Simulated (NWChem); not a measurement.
**ClFGe in NWChem**

```xyz
3

Ge    -0.5848    -0.3018     0.0000
F      0.6007    -1.5890     0.0000
Cl     0.7827     1.4093     0.0000
```
Charge 0, spin multiplicity 1.

All runs are NWChem calculations. All single points use one geometry, from PBE0/def2-SVP, a minimum by its harmonic frequencies.

Symmetry labels belong to the abelian group Cs used in the runs, with the axes of the coordinates shown.

The Hamiltonian is non-relativistic. The structure started from a generated list of species.

Question: List the lowest 3 singlet excitations that TD-PBE/def2-SVPD gives, with oscillator strengths.

Answer: 
| state | symmetry | energy (eV) | wavelength (nm) | f |
|---|---|---|---|---|
| 1 | a" | 4.19 | 296 | 0.015 |
| 2 | a" | 4.52 | 274 | 0.018 |
| 3 | a' | 5.13 | 242 | 0.023 |
